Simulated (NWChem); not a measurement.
System: C3H3N2, doublet; SMILES c1[c]nc[nH]1

Here is an NWChem input.

```
start job
memory heap 200 mb stack 900 mb global 1100 mb
geometry units angstroms noautoz
  C      1.190906    -0.218333     0.000000
  C      0.600015     1.018711     0.000000
  N     -0.747426     0.720422     0.000000
  C     -0.869549    -0.631176     0.000000
  N      0.314085    -1.212029     0.000000
  H      0.982365     2.034907     0.000000
  H     -1.508710     1.388253     0.000000
  H     -1.835372    -1.136348     0.000000
end
basis spherical
  * library def2-svp
end
dft
  odft
  mult 2
  xc mn15-l
  iterations 150
  mulliken
end
task dft energy
```

In the optimisation the excess spin sits in a' (Cs, its own frame). Structure relaxed at the PBE0/def2-SVP, spin-unrestricted level. No stability test was run on the SCF state.

### Question
Give the results of this calculation. (MN15-L/def2-SVP, spin-unrestricted.) Quantities: energy (Ha); highest occupied level (eV); lowest empty minus highest occupied level, either spin (eV); dipole (D); <S²>.

### Answer
- energy (Ha): -225.12
- highest occupied level (eV): -5.72
- lowest empty minus highest occupied level, either spin (eV): 3.88
- dipole (D): 4.23
- <S²>: 0.762
